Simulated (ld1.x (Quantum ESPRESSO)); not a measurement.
# titanium (Ti): PAW pseudisation with LDA (PZ), scalar-relativistic reference atom.

```json
{
  "Element": "Ti (Z = 22)",
  "Generator": "ld1.x (Quantum ESPRESSO) 7.5",
  "Type": "PAW",
  "Functional": "LDA (PZ)",
  "Relativity": "scalar-relativistic",
  "Frozen core": "[Ar]",
  "Valence charge": "4",
  "Reference configuration": "3d2 4s1.5 4p0 (charge +0.5)",
  "Partial waves": "4s (bound): rcut 2.15, rcutus 2.65 bohr; 4s channel at 0.45 Ry: rcut 2.15, rcutus 2.65 bohr; 4p (bound, empty): rcut 2.80, rcutus 3.70 bohr; 4p channel at 1.9 Ry: rcut 2.80, rcutus 3.70 bohr; 3d (bound): rcut 2.65, rcutus 2.85 bohr; 3d channel at 0.05 Ry: rcut 2.65, rcutus 2.85 bohr",
  "Local potential": "all-electron potential smoothed inside 2.95 bohr (lloc = -2)",
  "Core correction": "a·sin(br)/r model core inside 1.30 bohr",
  "Augmentation charge": "BG, radius 1.60 bohr"
}
```

All-electron outer shells of the reference configuration (LDA (PZ), scalar-relativistic, ld1.x):

```
shell  level (eV)  outermost node (bohr)  outermost maximum (bohr)
   3p      -42.29                   0.37                      0.90
   3d       -7.89                      –                      0.97
   4s       -7.50                   1.24                      2.81
   4p       -4.05                   1.38                      3.52
```

(1) Estimate the cutoffs (Ry, on a coarse ladder) from which the occupation-weighted sum of valence levels, in a spherical-Bessel basis at the reference potential, stays within 10 and 1 mRy of its value at 400 Ry.

(2) What does a ghost test show?

(3) Is the overlap operator S = 1 + Σ q|β⟩⟨β| positive definite (Bessel basis up to 400 Ry)?

(4) Which valence shell sets the plane-wave cutoff?

Answers

(1) 10 Ry and 12 Ry.

(2) No extra level below or beside the all-electron valence levels (s, p, d, f tested).

(3) Yes: its lowest eigenvalue is 0.14 (d channel).

(4) 3d: its level needs 12 Ry to come within 1 mRy, against 6 Ry for 4s.

Its largest configuration-test error is -744 meV (3d1 4s0 4p0). Test run stopped at test 8 of 9 (negative rho), 1 before it not solved. Not counted: 3d3 4s0 4p0 (solver errors, printed error -63.2 eV).
